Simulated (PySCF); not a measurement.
W(O)2(OH)2 (H₂O₄W), SMILES [OH][W]([OH])(=[O])=[O], multiplicity 1.

Coordinates come from a PBE0-D3(BJ)/def2-SVP optimisation. The geometry has at least one imaginary mode, so it is a saddle point at that level. The spin state was assumed, not searched. The isomer is the one that the SMILES or the coordinates give; other isomers of the formula were not compared. The def2 effective core potentials stand for the cores of W; spin–orbit coupling is left out. One conformer was computed; it need not be the lowest.

Two levels are set side by side: TDA-PBE/def2-SVPD (PySCF) and TDA-CAM-B3LYP/def2-SVPD (PySCF). Vertical, same geometry. The lowest singlet is HOMO→LUMO 90 % with PBE and HOMO→LUMO 89 % with the other functional; states are paired by order. Differences are taken from unrounded values.

| quantity | TDA-PBE |
|---|---|
| lowest singlet excitation (eV) | 5.11 |
| lowest triplet excitation (TDA) (eV) | 4.49 |

Q: These are the TDA-PBE values. What does TDA-CAM-B3LYP give? (An estimate is asked for; the answer gives what the named calculation found.)

A: 
| quantity | TDA-CAM-B3LYP | TDA-PBE minus TDA-CAM-B3LYP |
|---|---|---|
| lowest singlet excitation (eV) | 5.59 | -0.49 |
| lowest triplet excitation (TDA) (eV) | 4.88 | -0.39 |

Functionals without exact exchange tend to place singlet excitations lower, as here. Differences between two approximate levels are no errors against the true value.

Rough cost on one machine, each run with all the roots and properties that it gave: TDA-CAM-B3LYP against TDA-PBE about 5 times.
